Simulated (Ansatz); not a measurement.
Consider the redistribution: `[AlH2][SiH3]` + `C#[C][GaH][CH3]` → `[CH3][AlH][SiH3]` + `C#[C][GaH2]`.

Program: Ansatz. Geometries: PBE0-D4/def2-TZVP. ΔE: electronic, gas phase. CCSD(T)/CBS is the MP2 limit (def2-TZVPP, def2-QZVPP) plus CCSD(T) − MP2 in def2-TZVPP, frozen cores. This one scheme is used for every species. Functionals use def2-TZVPP. B3LYP here is the variant with VWN-RPA as its local correlation; programs differ in this. For Ga outer-core shells are correlated without core-valence functions, which leaves a few kJ/mol of doubt a bond. Scalar relativity is left out up to krypton.

`[AlH2][SiH3]`:

```xyz
7

Al    1.281   -0.526   -0.252
Si   -0.957    0.377    0.207
H     1.920   -1.664    0.654
H     2.117    0.036   -1.481
H    -0.890    1.848    0.445
H    -1.858    0.170   -0.965
H    -1.613   -0.241    1.393
```

`C#[C][GaH][CH3]`:

```xyz
9

C     1.839   -1.976   -0.449
C     0.829   -1.367   -0.177
Ga   -0.767   -0.378    0.249
C    -0.681    1.573    0.117
H     2.727   -2.516   -0.688
H    -2.023   -1.204    0.679
H    -0.322    1.863   -0.874
H    -1.644    2.049    0.301
H     0.043    1.956    0.842
```

`[CH3][AlH][SiH3]`:

Z-matrix (Å, degrees):
```
C
Al 1 1.953
H 1 1.092 2 113.7
H 1 1.096 2 110.5 3 -121.7
H 1 1.096 2 110.2 3 121.3
Si 2 2.461 1 120.6 3 -1.5
H 2 1.593 1 118.9 3 178.7
H 6 1.490 2 114.1 1 179.6
H 6 1.494 2 110.9 1 58.4
H 6 1.494 2 110.7 1 -59.3
```

`C#[C][GaH2]`:

```xyz
6

C    -0.370    1.245   -1.291
C    -0.127    0.423   -0.438
Ga    0.261   -0.880    0.912
H    -0.584    1.970   -2.043
H    -0.459   -0.747    2.290
H     1.279   -2.012    0.571
```

Question: Is it downhill or uphill in electronic energy at CCSD(T)/CBS, and by how much? (Estimate.)

Answer: Computed: Downhill: ΔE = -1.0 kcal/mol.

Question: What do these levels give: LDA (SPW92), revPBE-D4, BLYP-D4, r2SCANh-D4, revPBE, r2SCAN, B3LYP, HF/def2-SVP, MP2/def2-SVP, HF/def2-QZVPP, MP2/def2-QZVPP, SCS-MP2/def2-QZVPP? (Estimate.)

Answer: Computed: LDA (SPW92) -2.7, revPBE-D4 -2.1, BLYP-D4 -2.1, r2SCANh-D4 -2.5, revPBE -2.4, r2SCAN -2.6, B3LYP -2.2, HF/def2-SVP -1.7, MP2/def2-SVP -1.4, HF/def2-QZVPP -1.7, MP2/def2-QZVPP -0.9, SCS-MP2/def2-QZVPP -1.0 kcal/mol.

Largest T1 diagnostic among the species: 0.014.

Leaving LDA and LC-ωPBE aside and taking each functional with its dispersion term where it has one, the values, not all of them listed here, spread over 0.9 kcal/mol, from r2SCAN-D4 to PBE-QIDH.
